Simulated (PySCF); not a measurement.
Simulation results for CH₄Al₂B, CH₄OSi₂, CH₄AlNSi, CH₄AlOSi and others

Calculation on a computer-drawn molecule: optimised geometry and harmonic frequencies of an isolated molecule of the commonest isotopes, restricted reference for singlets and unrestricted otherwise, frozen core in MP2. Program: PySCF 2.14.0.

Common to all runs: basis cc-pV(D+d)Z.

(1) CH₄Al₂B

Start structure:
```xyz
8
CH4Al2B
C     -0.4094     1.0705     2.6181
B     -0.5546     0.5685     1.3287
Al    -0.7919    -0.2605    -0.5458
Al    -1.0428    -1.3128    -2.9494
H     -0.1732     0.5679     3.5112
H     -0.5858     2.1533     2.7999
H     -1.3534    -0.3740    -4.1731
H     -0.8647    -2.8655    -3.0286
```

* charge: 1
* multiplicity: 1
* method: HF
* rotational constants: 86.43, 1.145, 1.13 GHz
* total energy: -548.4002 hartree
* convergence status largest gradient component: 4.895e-05 hartree/bohr

Drawn bonds:
```csv
atom,other atom,order
1,2,2
2,3,1
3,4,1
1,5,1
1,6,1
4,7,1
4,8,1
```

Optimised structure:
```xyz
8
CH4Al2B
C     -0.4307     1.1160     2.6055
B     -0.5659     0.5582     1.3395
Al    -0.7726    -0.2719    -0.5459
Al    -1.0448    -1.3546    -2.9989
H     -0.1692     0.5225     3.4775
H     -0.5794     2.1765     2.7912
H     -1.3569    -0.2977    -4.1010
H     -0.8562    -2.9016    -3.0069
```

Modes:
```csv
frequency (cm⁻¹),reduced mass (dalton)
66.84,1.008
72.2,5.727
73.32,4.384
207.9,6.877
225.9,2.514
254.5,9.556
411.5,1.176
551.1,10.02
564.9,1.137
670.1,1.633
757.2,1.056
960.6,1.319
1383,1.253
1629,4.078
2067,1.018
2103,1.068
3288,1.062
3374,1.109
```

(2) CH₄OSi₂

Start structure:
```xyz
8
CH4OSi2
C      0.7151    -0.0520    -0.9080
Si     0.2211    -0.9446    -2.2143
O     -0.7511    -0.4231    -3.4081
Si    -1.3583     0.6396    -4.4209
H      0.3504     1.0814    -0.7756
H      1.2873    -0.3062    -0.0058
H      0.5418    -2.2572    -2.6944
H     -0.1905     1.7831    -4.3655
```

- charge: 0
- multiplicity: 1
- method: HF
- rotational constants: 15.83, 2.265, 2.001 GHz
- total energy: -692.9084 hartree
- convergence status largest gradient component: 7.502e-06 hartree/bohr

Drawn bonds:
```csv
atom,other atom,order
1,2,2
2,3,1
3,4,1
1,5,1
1,6,1
2,7,1
4,8,1
```

Optimised structure:
```xyz
8
CH4OSi2
C      0.6724     0.0293    -0.9420
Si     0.2063    -0.9245    -2.2449
O     -0.7331    -0.4557    -3.4956
Si    -1.3005     0.7169    -4.5305
H      0.3953     1.0684    -0.8128
H      1.2919    -0.4008    -0.1626
H      0.5815    -2.3286    -2.4203
H     -0.2981     1.8161    -4.1840
```

Modes:
```csv
frequency (cm⁻¹),reduced mass (dalton)
46.51,1.818
100.5,3.117
161.8,1.849
312,2.867
457.3,1.646
587.2,8.688
658.3,1.066
726,1.393
808.2,1.16
945.5,1.291
959.1,1.175
1047,3.946
1125,5.501
1488,1.245
2077,1.044
2411,1.043
3298,1.057
3392,1.113
```

(3) CH₄AlNSi

Start structure:
```xyz
8
CH4AlNSi
C     -1.9414    -2.8544     1.0032
Si    -0.6630    -2.5269    -0.1816
N      0.4885    -1.2797    -0.0170
Al     1.8272    -0.5498    -0.9387
H     -1.9889    -2.1993     1.8998
H     -2.6009    -3.6773     0.9086
H     -0.4009    -3.2331    -1.4801
H      0.2549    -0.7526     0.8561
```

* charge: 0
* multiplicity: 1
* method: HF
* rotational constants: 32.93, 1.913, 1.808 GHz
* total energy: -625.4962 hartree
* convergence status largest gradient component: 2.159e-05 hartree/bohr

Drawn bonds:
```csv
atom,other atom,order
1,2,2
2,3,1
3,4,1
1,5,1
1,6,1
2,7,1
3,8,1
```

Optimised structure:
```xyz
8
CH4AlNSi
C     -1.9048    -2.8608     0.9870
Si    -0.6743    -2.4563    -0.0944
N      0.4725    -1.1982     0.0206
Al     1.8391    -0.6658    -1.0740
H     -2.0997    -2.3328     1.9135
H     -2.5606    -3.6972     0.7723
H     -0.4534    -3.2089    -1.3410
H      0.3568    -0.6532     0.8662
```

Modes:
```csv
frequency (cm⁻¹),reduced mass (dalton)
82.95,5.087
131.7,4.828
274.7,3.792
454.1,1.182
489.8,1.581
593.7,3.059
683.8,1.118
737.1,1.564
782.8,1.12
911.4,4.463
956.2,1.191
1072,2.357
1183,1.712
1488,1.231
2359,1.042
3293,1.057
3383,1.113
3694,1.073
```

(4) CH₄AlOSi

Start structure:
```xyz
8
CH4AlOSi
C     -1.4936     1.3428     1.6119
Si    -0.3029     1.1659     0.4039
O      0.5146    -0.1812     0.2050
Al     1.4494    -1.5525    -0.0248
H     -1.6545     0.5235     2.2972
H     -2.1183     2.2018     1.7354
H      0.0860     2.0510    -0.7923
H      2.0540    -1.9800    -1.4510
```

* charge: 0
* multiplicity: 2
* method: HF
* rotational constants: 21.92, 2.001, 1.858 GHz
* total energy: -645.9301 hartree
* spin squared: 0.7565
* convergence status largest gradient component: 2.64e-06 hartree/bohr

Drawn bonds:
```csv
atom,other atom,order
1,2,2
2,3,1
3,4,1
1,5,1
1,6,1
2,7,1
4,8,1
```

Optimised structure:
```xyz
8
CH4AlOSi
C     -1.4840     1.2279     1.5358
Si    -0.2732     1.1943     0.3678
O      0.7583    -0.0126     0.0781
Al     1.8003    -1.3520    -0.0342
H     -1.6977     0.4198     2.2252
H     -2.1127     2.1076     1.6224
H     -0.0205     2.3172    -0.5428
H      1.5643    -2.3308    -1.2671
```

Modes:
```csv
frequency (cm⁻¹),reduced mass (dalton)
42.73,1.199
68.82,4.001
85.96,3.71
308.2,3.014
465.3,1.615
531.5,5.097
652.9,1.102
660.5,1.207
734.5,1.451
796.4,1.15
963,1.253
1053,3.818
1165,7.815
1487,1.248
1899,1.044
2388,1.043
3295,1.057
3387,1.113
```

(5) CH₃FSi₂

Start structure:
```xyz
7
CH3FSi2
C     -1.2637     0.6220    -2.2540
Si    -0.3755     1.5532    -1.0793
Si    -0.1735     3.2972     0.2895
F     -1.5476     4.1459    -0.0915
H     -2.2209     1.1037    -2.6611
H     -0.9485    -0.2515    -2.6907
H      0.8943     0.8258    -0.6579
```

* charge: 0
* multiplicity: 1
* method: HF
* rotational constants: 8.756, 2.8, 2.122 GHz
* total energy: -716.8755 hartree
* convergence status largest gradient component: 3.789e-05 hartree/bohr

Drawn bonds:
```csv
atom,other atom,order
1,2,2
2,3,1
3,4,1
1,5,1
1,6,1
2,7,1
```

Optimised structure:
```xyz
7
CH3FSi2
C     -1.2257     0.8523    -2.1195
Si    -0.0603     1.3462    -0.9697
Si    -0.3975     3.4257     0.2110
F     -1.8112     3.7653    -0.5339
H     -2.0985     1.4697    -2.3047
H     -1.1695    -0.0599    -2.7042
H      1.1274     0.4970    -0.7241
```

Modes:
```csv
frequency (cm⁻¹),reduced mass (dalton)
74.64,6.657
111.8,4.247
279,6.775
321.1,1.139
410.7,10.61
662.4,1.125
746.7,1.058
844.3,20.29
907.6,1.274
910.5,1.221
1008,4.225
1504,1.207
2315,1.043
3294,1.057
3389,1.113
```

(6) CH₃FSi₂

Start structure:
```xyz
7
CH3FSi2
C     -1.2257     0.8523    -2.1195
Si    -0.0603     1.3462    -0.9697
Si    -0.3975     3.4257     0.2110
F     -1.8112     3.7653    -0.5339
H     -2.0985     1.4697    -2.3047
H     -1.1695    -0.0599    -2.7042
H      1.1274     0.4970    -0.7241
```

- charge: 0
- multiplicity: 1
- method: MP2
- rotational constants: 8.391, 2.875, 2.141 GHz
- total energy: -717.3753 hartree
- convergence status largest gradient component: 3.087e-05 hartree/bohr

Drawn bonds:
```csv
atom,other atom,order
1,2,2
2,3,1
3,4,1
1,5,1
1,6,1
2,7,1
```

Optimised structure:
```xyz
7
CH3FSi2
C     -1.2253     0.8670    -2.1089
Si    -0.0252     1.3503    -0.9432
Si    -0.4124     3.4282     0.2047
F     -1.8379     3.7189    -0.5861
H     -2.0948     1.5187    -2.2684
H     -1.1883    -0.0505    -2.7102
H      1.1485     0.4636    -0.7330
```

Modes:
```csv
frequency (cm⁻¹),reduced mass (dalton)
63.73,7.671
107.5,4.094
258.3,7.268
293.9,1.111
404.8,9.863
609.8,1.129
686.8,1.092
790,1.178
813.7,20.62
852,1.275
919.8,4.547
1387,1.186
2268,1.043
3168,1.055
3276,1.114
```

(7) CH₄BFSi

Start structure:
```xyz
8
CH4BFSi
C     -0.4384    -1.8208    -0.9833
B     -0.5488    -1.1447     0.5017
F      0.3980    -1.6247     1.4069
Si    -2.1240    -0.3999     1.2489
H     -1.1745    -1.3999    -1.6131
H      0.5843    -1.7012    -1.3466
H     -0.6210    -2.9167    -0.8793
H     -2.2813     1.0825     1.2128
```

* charge: 0
* multiplicity: 1
* method: HF
* rotational constants: 8.654, 3.736, 2.716 GHz
* total energy: -453.2510 hartree
* convergence status largest gradient component: 1.056e-05 hartree/bohr

Drawn bonds:
```csv
atom,other atom,order
1,2,1
2,3,1
2,4,1
1,5,1
1,6,1
1,7,1
4,8,1
```

Optimised structure:
```xyz
8
CH4BFSi
C     -0.4747    -1.7922    -0.9190
B     -0.6571    -1.3082     0.5694
F      0.3746    -1.5361     1.4058
Si    -2.3534    -0.4302     1.3468
H     -1.2527    -1.4481    -1.6043
H      0.5006    -1.4803    -1.3067
H     -0.4833    -2.8899    -0.9285
H     -1.8597     0.9597     0.9845
```

Modes:
```csv
frequency (cm⁻¹),reduced mass (dalton)
62.41,1.048
154.2,4.266
269.5,1.118
317.3,3.865
356.2,2.466
520.1,3.426
640.2,1.214
895.2,1.828
918.6,1.717
1094,3.426
1273,6.171
1439,1.383
1545,1.059
1557,1.057
2132,1.041
3152,1.041
3221,1.094
3248,1.102
```

(8) C₂H₄AlB

Start structure:
```xyz
8
C2H4AlB
C     -1.9950     1.4064    -1.6414
B     -1.4494     1.5393    -0.2389
C     -1.1731     1.8092     1.0533
Al    -2.2059     2.9155     2.2699
H     -1.3507     1.8320    -2.4055
H     -2.8902     2.0346    -1.6920
H     -2.3612     0.4035    -1.8878
H     -0.2587     1.4669     1.6574
```

* charge: 0
* multiplicity: 1
* method: HF
* rotational constants: 21.22, 2.681, 2.417 GHz
* total energy: -344.6273 hartree
* convergence status largest gradient component: 3.859e-05 hartree/bohr

Drawn bonds:
```csv
atom,other atom,order
1,2,1
2,3,2
3,4,1
1,5,1
1,6,1
1,7,1
3,8,1
```

Optimised structure:
```xyz
8
C2H4AlB
C     -2.0375     1.4383    -1.6369
B     -1.4758     1.5776    -0.2031
C     -1.1068     1.8004     1.1055
Al    -2.2626     2.9319     2.2202
H     -1.3263     1.7960    -2.3844
H     -2.9425     2.0502    -1.7199
H     -2.3098     0.4068    -1.8689
H     -0.2229     1.4061     1.6025
```

Modes:
```csv
frequency (cm⁻¹),reduced mass (dalton)
79.63,1.169
86.41,4.049
345.1,1.82
394.8,3.044
425.8,1.752
588.5,3.292
684.5,1.219
872.5,4.182
971.9,1.792
974.5,1.462
1425,1.268
1538,1.043
1554,1.049
1717,8.323
3172,1.04
3245,1.095
3268,1.102
3310,1.093
```

(9) CH₇B₂Si

Start structure:
```xyz
11
CH7B2Si
C     -0.0527     3.1618    -1.0067
B     -0.2480     1.6279    -0.8137
B      0.6179     0.5617    -0.0305
Si     0.4133    -0.1547     1.7611
H      0.6974     3.6285    -0.3511
H     -0.9964     3.7214    -0.9099
H      0.1923     3.4212    -2.0169
H     -1.1083     1.1700    -1.3883
H      1.4454     0.0773    -0.6723
H      1.0779     0.3227     2.9269
H     -0.6629    -1.0807     2.3092
```

- charge: 1
- multiplicity: 1
- method: HF
- rotational constants: 16.25, 2.101, 2.009 GHz
- total energy: -379.9232 hartree
- convergence status largest gradient component: 1.168e-05 hartree/bohr

Drawn bonds:
```csv
atom,other atom,order
1,2,1
2,3,1
3,4,1
1,5,1
1,6,1
1,7,1
2,8,1
3,9,1
4,10,1
4,11,1
```

Optimised structure:
```xyz
11
CH7B2Si
C     -0.0392     3.1920    -0.9846
B     -0.3397     1.6564    -0.8796
B      0.6233     0.5210    -0.0611
Si     0.3559    -0.1054     1.8262
H      0.7731     3.5730    -0.3658
H     -0.9471     3.7705    -0.7865
H      0.2107     3.3938    -2.0349
H     -1.2894     1.1825    -1.4450
H      1.5371    -0.0265    -0.6126
H      1.0131     0.5280     2.9757
H     -0.5220    -1.2281     2.1760
```

Modes:
```csv
frequency (cm⁻¹),reduced mass (dalton)
64.46,1.173
99.32,2.433
157.2,1.386
183,2.027
296.3,1.648
450.9,1.101
518.2,3.858
576.3,1.119
693.9,1.21
750.1,1.594
778.5,1.438
854.5,1.431
923.8,1.78
989.8,1.418
1046,1.29
1081,2.171
1195,1.901
1424,1.228
1543,1.068
1560,1.07
2392,1.029
2425,1.056
2688,1.088
2718,1.089
3155,1.043
3222,1.091
3271,1.102
```

(10) CH₇B₂Si

Start structure:
```xyz
11
CH7B2Si
C      0.0065     1.5900    -1.2355
B     -0.6253     0.3247    -0.5522
B     -1.9288     0.3178     0.5361
Si    -1.8073    -0.4637     2.2207
H     -0.1101     1.5742    -2.2822
H      1.0974     1.6211    -1.0697
H     -0.4183     2.5086    -0.8086
H     -0.1698    -0.7076    -0.8929
H     -2.8259     0.9145     0.2636
H     -2.7865    -0.3818     3.2597
H     -0.7784    -1.2654     2.8172
```

* charge: 0
* multiplicity: 2
* method: HF
* rotational constants: 16.03, 2.168, 2.06 GHz
* total energy: -380.1806 hartree
* spin squared: 0.7657
* convergence status largest gradient component: 1.199e-05 hartree/bohr

Drawn bonds:
```csv
atom,other atom,order
1,2,1
2,3,1
3,4,1
1,5,1
1,6,1
1,7,1
2,8,1
3,9,1
4,10,1
4,11,1
```

Optimised structure:
```xyz
11
CH7B2Si
C      0.0792     1.5694    -1.0619
B     -0.7998     0.2868    -0.7633
B     -2.0076     0.1962     0.4140
Si    -1.7429    -0.4463     2.2558
H      0.1145     1.7776    -2.1366
H      1.1132     1.3368    -0.7712
H     -0.2195     2.4782    -0.5357
H     -0.5699    -0.6955    -1.4299
H     -3.1429     0.4826     0.1304
H     -2.7662    -0.2868     3.3098
H     -0.4045    -0.6665     2.8449
```

Modes:
```csv
frequency (cm⁻¹),reduced mass (dalton)
59.9,1.209
105,2.308
158.7,1.234
188.9,1.363
191,1.954
348.9,1.675
527.4,1.339
602.9,2.311
690.1,1.243
731.2,1.24
778.8,1.605
872.9,1.333
945.6,1.977
1017,1.277
1038,1.558
1088,1.772
1244,2.083
1424,1.283
1548,1.064
1568,1.061
2323,1.032
2332,1.051
2631,1.089
2675,1.091
3144,1.044
3207,1.09
3246,1.102
```
